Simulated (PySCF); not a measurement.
## Spinor energies of Pd+ (palladium, charge +1)

Start: [Kr] 4d9; 4d3/2 filled at m_j = -1/2, +1/2, +3/2; 4d5/2 filled at m_j = -5/2, -3/2, -1/2, +1/2, +3/2, +5/2. Calculated with PySCF 2.14 in x2c-SVPall-2c (6s8p6d1f, 67 functions): generalised Hartree-Fock with the X2C-1e Hamiltonian and a Gaussian nucleus; one run each with spin-orbit coupling (SO) screened by Boettger's factors, then bare. This is a chosen level, not necessarily the ground level.

| spinor shell | electrons | ε, screened SO (eV) | ε, bare SO (eV) | weight of nominal j (bare SO) | rms radius, bare SO (bohr) |
| --- | --- | --- | --- | --- | --- |
| 1s1/2 | 2 | -24481.5 | -24481.4 | 1.000 | 0.0366 |
| 2s1/2 | 2 | -3666.9 | -3666.8 | 1.000 | 0.150 |
| 2p1/2 | 2 | -3393.6 | -3398.9 | 1.000 | 0.130 |
| 2p3/2 | 4 | -3232.1 | -3229.8 | 1.000 | 0.135 |
| 3s1/2 | 2 | -706.36 | -706.37 | 1.000 | 0.403 |
| 3p1/2 | 2 | -596.67 | -597.64 | 1.000 | 0.398 |
| 3p3/2 | 4 | -567.53 | -567.14 | 1.000 | 0.410 |
| 3d3/2 | 4 | -374.20 | -375.16 | 1.000 | 0.387 |
| 3d5/2 | 6 | -368.87 | -368.26 | 1.000 | 0.390 |
| 4s1/2 | 2 | -116.46 | -116.47 | 1.000 | 1.01 |
| 4p1/2 | 2 | -79.600 | -79.767 | 0.952 | 1.10 |
| 4p3/2 | 4 | -75.958 | -75.901 | 0.976 | 1.13 |
| 4d3/2 | 3 | -21.123 | -21.201 | 0.837 | 1.57 |
| 4d5/2 | 6 | -20.456 | -20.415 | 0.919 | 1.60 |

```
   quantity  screened SO      bare SO
E (hartree)  -5042.45578  -5042.53525
        M_J          3/2          3/2
       ⟨J²⟩        3.755        3.755
       ⟨L²⟩        6.028        6.030
       ⟨S²⟩        0.770        0.771
```

Each row is a mean over spinors that exchange with the open shell spreads, by up to 3.938 eV (4p1/2).

Rows whose weight is well below 1 are mixtures of j = l ± 1/2: exchange outweighs spin-orbit coupling there, and the label is only the starting occupation.

Breit and QED terms are absent; they matter most for the inner s and p1/2 levels.

Densities and radii are taken from the X2C orbitals without a picture-change correction, which distorts them close to the nucleus.
